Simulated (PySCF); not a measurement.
# Pd²⁺: ionisation energy

Pd²⁺ [Kr] 4d8 (3F) → Pd³⁺ [Kr] 4d7 (4F), as a difference of total energies. All numbers are calculated (PySCF 2.14, scalar relativity by spin-free X2C-1e, in x2c-TZVPPall). Correlated levels: valence and next inner shell: [Ar] 3d10 frozen. The calculations carry no spin-orbit coupling.

Problem. Order these methods by the ionisation energy they give, lowest first.
A. SCS-MP2 (valence and next inner shell)
B. UHF
C. CCSD(T) (valence and next inner shell)
D. CCSD (valence and next inner shell)

Solution. B (31.133 eV), D (32.548 eV), C (32.608 eV), A (32.668 eV).

The reference lies between the lowest fine-structure levels, while these numbers refer to the centres of the terms.

Errors of the correlated levels include the incompleteness of this basis and the frozen core.

For comparison: 32.93 eV (semi-empirical (NIST evaluation); NIST Atomic Spectra Database, ionization energies).
